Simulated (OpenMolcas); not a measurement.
Mn2+, Tc2+, Re2+: d⁵ down the group

```json
{"Program": "OpenMolcas 26.06", "Method": "CASSCF", "Basis": "ANO-R2", "Scalar Hamiltonian": "X2C, finite nucleus", "Spin-orbit coupling": "state interaction with AMFI integrals over the reference wave functions, term energies averaged over their components"}
```

Active space for each ion: 5 electrons in 10 orbitals (d d).

Computed levels in cm-1 above ⁶S_5/2:

| Level | Mn2+ | Tc2+ | Re2+ |
| --- | --- | --- | --- |
| ⁴G_7/2 | 30884 | 23877 | 22038 |
| ⁴G_9/2 | 30906 | 23978 | 23118 |
| ⁴G_11/2 | 30918 | 23969 | 22692 |
| ⁴P_3/2 | 35271 | 27179 | 23539 |
| ⁴P_1/2 | 35305 | 27538 | 25445 |
| ⁴D_7/2 | 38410 | 29453 | 27958 |
| ⁴D_1/2 | 38417 | 29787 | 30480 |
| ⁴D_3/2 | 38453 | 30077 | 31441 |
| ²I_11/2 | 43971 | 34070 | 31707 |
| weight of ⁶S in the lowest level (%) | 100 | 100 | 94 |

Mixed levels, with the weight of the term that names them: Re2+ ⁴P_3/2 (52 %), Re2+ ⁴P_1/2 (70 %), Re2+ ⁴D_1/2 (72 %), Re2+ ⁴D_3/2 (51 %).

Measured, with the error of the calculation in %. Measured levels: Mn2+ from Corliss and Sugar, J. Phys. Chem. Ref. Data 6, 1253 (1977); Re2+ from the list in Brasseur, Gamrath and Quinet, At. Data Nucl. Data Tables 157, 101636 (2024).

| Level | Mn2+ | Re2+ |
| --- | --- | --- |
| ⁴G_7/2 |  | 16890 (+30.5) |
| ⁴G_9/2 |  | 18346 (+26.0) |
| ⁴G_11/2 |  | 18020 (+25.9) |
| ⁴D_7/2 | 32307 (+18.9) | 20453 (+36.7) |
| ⁴D_1/2 | 32369 (+18.7) |  |
| ²I_11/2 | 39174 (+12.2) | 26170 (+21.2) |

Without spin-orbit coupling ⁴G lies 30899, 23927, 22549 cm-1 above ⁶S in that order; the difference to the level ⁴G_7/2, of either sign, comes from spin-orbit coupling, which also lowers the zero.

Without dynamic correlation excited terms often stand tens of per cent too high (terms of higher spin than the ground term too low), and those without a measured partner can miss by more than the paired ones. Active for correlation alone: 4d; no level in the range computed is led by a configuration that fills it, so any true level of that kind is missing (holds for Mn2+). Active for correlation alone: 5d; no level in the range computed is led by a configuration that fills it, so any true level of that kind is missing (holds for Tc2+). Some levels mix across a computed gap that differs much from the measured one, so their mixing is not that of the real levels (holds for Re2+). Active for correlation alone: 6d; no level in the range computed is led by a configuration that fills it, so any true level of that kind is missing (holds for Re2+). Measured partners are found by configuration, term and J. A level has none where our copy of the source lacks it or the pairing is in doubt (some pairs that miss far off the trend of their configuration count as doubtful), and it then counts in no deviation. Only configurations of the active space appear.
